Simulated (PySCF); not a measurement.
C2H6Zn, SMILES [CH3][Zn][CH3]. Heavy atoms are numbered as in [Zn:1]([CH3:2])[CH3:6]. Hydrogens are named by the atom that carries them.

The structure is a stationary point at r2SCAN-D4/def2-SVP. A frequency run showed that this geometry is not a minimum. The isomer is the one that the SMILES or the coordinates give; other isomers of the formula were not compared.

These are HF/pcSseg-1 run with PySCF values and carry that method's errors.

GIAO shieldings, no solvent; atoms alike by connectivity are averaged. δ = σ(ref) − σ: ¹³C against TMS (σ = 192.6 ppm); ¹H against TMS (σ = 31.99 ppm), references at their B3LYP-D3(BJ)/def2-TZVP geometries, non-relativistic.

Computed chemical shifts:
```csv
nucleus,atoms,count,δ (ppm)
¹³C,C2 (CH3),2,-17.0
¹H,H on C2,6,-0.37
```
